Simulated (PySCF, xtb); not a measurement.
1,2,4-triazole (C2H3N3), SMILES c1nc[nH]n1.

xtb with GFN2-xTB at its own geometry gives an orbital gap of 4.27 eV and a dipole moment of 3.03 D.

Geometry: PBE0-D3(BJ)/def2-SVP.

What does PBE/def2-TZVP (PySCF) give? (The exact figures need the calculation; the answer reports its results.)

gap 5.55 eV (levels -6.54 and -0.99 eV), dipole 2.85 D.
